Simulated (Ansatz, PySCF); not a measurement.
Gas-phase reaction (SMILES): CC[Si](Cl)(Cl)CC [dichloro(diethyl)silane] + Cl (HCl) -> CC[Si](Cl)(Cl)Cl [trichloro(ethyl)silane] + CC (C2H6); hydrogen chloride cleaves one Si-C bond, a model of a ligand-exchange step.

Geometries: B3LYP-D3(BJ)/def2-TZVP minima from Ansatz (a program for electronic structure), one conformer each, not searched for the lowest. Correlated levels leave the core frozen unless marked. Spin-orbit coupling is left out. Non-relativistic. CBS(X,Y): correlation extrapolated as X^-3; Hartree-Fock from the larger set. [CCSD(T)-MP2]/basis is that difference in the basis named. Thermal terms are rigid-rotor harmonic-oscillator values from B3LYP-D3(BJ) frequencies (Ansatz or PySCF) at 298.15 K and 1 atm. 1 Eh = 627.5095 kcal/mol.

```
species           E, RI-MP2/CBS(cc-pV(T+d)Z,cc-pV(Q+d)Z)+[CCSD(T)-MP2]/cc-pV(T+d)Z (Ansatz) (Eh)  E, B3LYP-D3(BJ)/def2-TZVPD (Ansatz + dftd3) (Eh)  H - E (Eh)
----------------  ------------------------------------------------------------------------------  ------------------------------------------------  ----------
CC[Si](Cl)(Cl)CC                                                                     -1367.00036                                       -1368.66043     0.14674
Cl (HCl)                                                                              -460.37804                                        -460.83744     0.01000
CC[Si](Cl)(Cl)Cl                                                                     -1747.69609                                       -1749.66415     0.08079
CC (C2H6)                                                                              -79.71807                                         -79.86964     0.07887
```

### Question
Work out ΔE and ΔH at 298.15 K at the first level, then ΔH at the second.

### Answer

1. ΔE = [(-1747.69609) + (-79.71807)] - [(-1367.00036) + (-460.37804)] = -0.03576 Eh = -22.4 kcal/mol at RI-MP2/CBS(cc-pV(T+d)Z,cc-pV(Q+d)Z)+[CCSD(T)-MP2]/cc-pV(T+d)Z.
2. The terms H - E add up to 0.00292 Eh, so ΔH = (-0.03576 + (0.00292))×627.5095 = -20.6 kcal/mol.
3. At B3LYP-D3(BJ)/def2-TZVPD the same steps give ΔE = -22.5 and ΔH = -20.7 kcal/mol, a shift of -0.1 from the first level.
4. These values are not checked against measurement here, since the tables used lack a sound gas-phase enthalpy of formation for at least one species.
